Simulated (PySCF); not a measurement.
Input for PySCF: D3(BJ) and D4 dispersion corrections on FHOTe (SMILES O[Te]F), a point of a torsion scan.

```python
from pyscf import gto
from pyscf.dispersion import dftd3, dftd4

mol = gto.M(
    atom='''
    O    -1.07187827    0.15003312    0.29638600
    Te    0.61746044    1.04193196   -0.14295105
    F     1.40061327   -0.66543429   -0.78138154
    H    -1.17953027   -0.58267504   -0.31467353
    ''',
    basis='def2-svp',
    charge=0, spin=0, verbose=0, max_memory=1800)
d3, d4 = {}, {}
for xc in ['hf', 'pbe', 'blyp', 'revpbe', 'tpss', 'r2scan', 'b3lyp', 'pbe0', 'bhlyp', 'camb3lyp', 'b2plyp']:
    d3[xc] = float(dftd3.DFTD3Dispersion(mol, xc=xc, version='d3bj', atm=False).get_dispersion()['energy'])
    print(f'D3(BJ) {xc:10s} {d3[xc]:14.8f} Eh')
for xc in ['hf', 'pbe', 'blyp', 'revpbe', 'tpss', 'r2scan', 'b3lyp', 'pbe0', 'bhlyp', 'camb3lyp', 'b2plyp']:
    d4[xc] = float(dftd4.DFTD4Dispersion(mol, xc={'camb3lyp': 'cam-b3lyp'}.get(xc, xc), atm=True).get_dispersion()['energy'])
    print(f'D4     {xc:10s} {d4[xc]:14.8f} Eh')
```

It printed:

```
D3(BJ) hf            -0.02015072 Eh
D3(BJ) pbe           -0.00201897 Eh
D3(BJ) blyp          -0.00467503 Eh
D3(BJ) revpbe        -0.00508218 Eh
D3(BJ) tpss          -0.00260178 Eh
D3(BJ) r2scan        -0.00050324 Eh
D3(BJ) b3lyp         -0.00386733 Eh
D3(BJ) pbe0          -0.00178121 Eh
D3(BJ) bhlyp         -0.00327429 Eh
D3(BJ) camb3lyp      -0.00169363 Eh
D3(BJ) b2plyp        -0.00189984 Eh
D4     hf            -0.00848617 Eh
D4     pbe           -0.00226556 Eh
D4     blyp          -0.00511530 Eh
D4     revpbe        -0.00681455 Eh
D4     tpss          -0.00306008 Eh
D4     r2scan        -0.00047581 Eh
D4     b3lyp         -0.00374724 Eh
D4     pbe0          -0.00187636 Eh
D4     bhlyp         -0.00301399 Eh
D4     camb3lyp      -0.00190725 Eh
D4     b2plyp        -0.00154721 Eh
```

The run finished.

Cost: roughly 0.020 core-seconds.
